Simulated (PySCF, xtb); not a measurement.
Si(H)(Br)(Me)(OH) (CH5BrOSi), SMILES C[SiH](O)Br. One conformer was computed; it need not be the lowest.

Harmonic wavenumbers (cm⁻¹) from xtb 6.7.1 with GFN2-xTB at its own minimum, in rising order: 114, 146, 174, 219, 241, 419, 655, 678, 724, 766, 829, 838, 925, 1388, 1479, 1487, 2328, 3020, 3030, 3049, 3698.

Problem. What does PBE0-D3(BJ)/def2-SVP (PySCF) give at its own minimum? (Estimate from the structure and the level; the computed values follow.)

Solution. 160, 167, 181, 263, 276, 415, 662, 721, 736, 806, 869, 892, 939, 1267, 1421, 1424, 2294, 3058, 3167, 3171, 3930. Paired by order, the mean absolute difference is 56 cm⁻¹ and the zero-point energies are 37.5 and 38.3 kcal/mol.
